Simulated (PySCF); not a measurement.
Compound: C₆H₄F₄O.
Z-matrix (Å and degrees, PBE0-D3(BJ)/def2-SVP geometry), rows numbered from 1:
```
F 
C   1  1.3187
C   2  1.3277  1  128.26
C   3  1.5039  2  107.49  1   178.67
C   4  1.5041  3  114.02  2  -120.17
F   5  1.3344  4  116.47  3  -114.13
C   5  1.3318  4  124.50  3    66.85
F   7  1.3110  5  122.61  4    -1.42
F   7  1.3058  5  125.14  4   178.24
O   4  1.4211  3  105.35  2     2.04
C  10  1.4044  4  111.44  3    -2.28
H   3  1.0883  2  127.80  1     0.15
H   4  1.1078  3  111.90  2   120.97
H  11  1.1065  2  111.70  1    60.46
H  11  1.1068  2  111.55  1   -60.15
```

Linear response at CAM-B3LYP/def2-SVPD (PySCF, frozen core in the response, non-relativistic).

Static isotropic polarisability: 73.23 au (10.85 Å³), principal values 60.5, 72.4, 86.8 au.

(1) What is the polarisability at 1064 nm and at the sodium D line?

(2) What is the isotropic C6 coefficient between two such molecules, C6 = (3/π)∫α(iω)² dω?

(3) Which effective excitation energy ω̄ makes London's formula C6 = (3/4)α²ω̄ exact here?

(4) How many electrons N does the Slater–Kirkwood formula C6 = (3/4)·√N·α^(3/2) need to give this C6?

(5) What n − 1 at the D line would an ideal gas of it have at 273.15 K and 1 atm (2.6868 × 10¹⁹ cm⁻³), by n − 1 = 2π·N·α′?

(6) How anisotropic is the static polarisability, by Δα² = ½[(α1 − α2)² + (α2 − α3)² + (α3 − α1)²]?

(7) The lowest 6 singlets have (eV, f): 6.58, 0.019; 6.65, 0.038; 6.85, 0.115; 7.00, 0.031; 7.08, 0.167; 7.11, 0.015. What share of the static polarisability do they carry in the sum over states α = Σ f/ω²?

(8) What molar refraction at the D line follows from R = (4π/3)·N_A·α′, with α′ the polarisability volume?

(9) What three-body coefficient follows from the one-pole estimate C9 = (3/4)·α·C6?

Results:

(1) 73.80 au at 1064 nm (+0.8 %), 75.14 au at 589.3 nm (+2.6 %). The rise at 589.3 nm is 3.39 times that at 1064 nm; a pure ω² law gives 3.26. The lowest singlet lies at 188 nm, shorter than both wavelengths.

(2) 2561 au (Eh·bohr⁶) by a ten-point quadrature over imaginary frequencies, which is 1530 eV·Å⁶ or 148 J·nm⁶/mol.

(3) ω̄ = 4·C6/(3α²) = 0.637 Eh = 17.3 eV. A one-pole form α(ω) = α/(1 − ω²/ω̄²) fitted to the 1064 nm value gives 13.4 eV.

(4) N = (4·C6/3)²/α³ = 29.7; the species has 84 electrons in all.

(5) 18.80 × 10⁻⁴, a formal value whether or not that pressure can be reached.

(6) Δα = 22.8 au, or 0.31 of the isotropic value.

(7) 5.94 au, 8.1 % of α; the largest term, 2.47 au, is that of the state at 7.08 eV. Their oscillator strengths add up to 0.39. Higher states carry the rest.

(8) α′ = 11.13 Å³ gives R = 28.09 cm³/mol, for isolated, non-vibrating species.

(9) 141000 au. This is an estimate from the two numbers above, not a computed integral.

One conformer stands for the species.
